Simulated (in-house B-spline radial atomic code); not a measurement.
A calculation on the selenium ion Se⁷⁺: its settings, and results tabulated from the run. Level of theory: Dirac-Kohn-Sham CAM-B3LYP, spherical fractional occupations, Fermi nucleus of rms radius 4.14 fm; calculated with a B-spline radial code for spherical atoms.

Command:
```bash
python run_scf.py task.json out
```
Settings (nuclear radius in fm, mass in u):
```
Z                34
configuration    [Ar] 3d9
hamiltonian      dirac
method           camb3lyp
spin_polarised   False
nucleus          fermi
rms_radius       4.14
atomic_mass      79.91652
speed_of_light   137.035999084
```

Output (hartree, bohr):
```
 radial grid: 64 intervals, B-splines of order 8, outer radius 8.961 bohr

 iter        energy (Eh)    residual
    1       -2389.094662    1.22e+00
    2       -2404.679604    9.22e-01
    3       -2414.607785    2.10e-01
    4       -2415.200692    3.83e-02
    5       -2415.211449    2.43e-02
    6       -2415.220121    1.43e-03
    7       -2415.220127    4.62e-05
    8       -2415.220127    1.59e-06
    9       -2415.220127    8.65e-09

 total energy                     -2415.22013
 kinetic                            2473.5328
 electron-nucleus                  -5708.3576
 Hartree                             904.1616
 exact exchange                      -17.8889
 exchange-correlation                -66.6680

 first-order corrections (not in the total)
   Gaunt                             1.2912
   retardation                      -0.1223
   frequency dependence             -0.0052
   self-energy                       0.8660
   Uehling                          -0.0860
   Wichmann-Kroll                    0.0009
   recoil                            0.0121

 orbital      occ     eigenvalue          <r>       <r^2>       <1/r>       r_max    small
 1s1/2      2.000      -465.9546    0.0440759   0.0026156     34.5638      0.0288  1.52e-02
 2s1/2      2.000       -64.3991     0.195501   0.0451301     7.69222      0.1645  2.99e-03
 2p1/2      2.000       -58.2318      0.16842   0.0348234     7.65256      0.1295  2.97e-03
 2p3/2      4.000       -56.6920     0.172202   0.0362754     7.41661      0.1327  2.91e-03
 3s1/2      2.000       -12.5962     0.566523    0.368647     2.53107      0.4996  7.24e-04
 3p1/2      2.000       -10.4640     0.571544     0.38168     2.41867      0.4912  6.77e-04
 3p3/2      4.000       -10.2374      0.58115    0.394368     2.36368      0.4994  6.60e-04
 3d3/2      3.600        -6.5188     0.590574    0.425816     2.12566      0.4429  5.51e-04
 3d5/2      5.400        -6.4825     0.593978    0.430558     2.11171      0.4454  5.47e-04
```

Run time, properties included: 2.6 s on 1 thread of Arm Neoverse V1 (shared host).

For the Dirac Hamiltonian the kinetic term is c α·p + (β - 1)c².

Caution: exact exchange at fractional occupations of open shells leaves self-interaction of up to several eV.
